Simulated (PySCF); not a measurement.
## How methods differ on the ionisation energy of Cr²⁺

Cr²⁺ [Ar] 3d4 (5D) → Cr³⁺ [Ar] 3d3 (4F), as a difference of total energies. Computed with PySCF 2.14 in an uncontracted even-tempered set (21 s from 0.054 bohr⁻², ratio 2.5; 14 p from 0.071 bohr⁻², ratio 2.5; 11 d from 0.071 bohr⁻², ratio 2.5; 5 f from 0.49 bohr⁻², ratio 2.7; 5 g from 0.74 bohr⁻², ratio 2.7), with scalar relativity by spin-free X2C-1e. Correlated levels: outer shells: [Ne] frozen; virtual orbitals above 40 to 60 times the deepest correlated orbital energy dropped. The calculations carry no spin-orbit coupling.

```csv
method,ionisation energy (eV),plus first-order spin-orbit estimate,error of that sum (eV)
UHF,29.676,29.652,-1.307
LDA,31.941,31.917,+0.958
PBE,31.511,31.487,+0.528
PBE0,31.306,31.281,+0.322
r2SCAN,31.057,31.032,+0.073
MP2 (outer shells),31.139,31.115,+0.156
SCS-MP2 (outer shells),30.658,30.633,-0.326
```

Reference: 30.959 ± 0.025 eV (measured; NIST Atomic Spectra Database, ionization energies).

A first-order spin-orbit estimate (lowest level to lowest level, LS coupling) adds -0.025 eV.
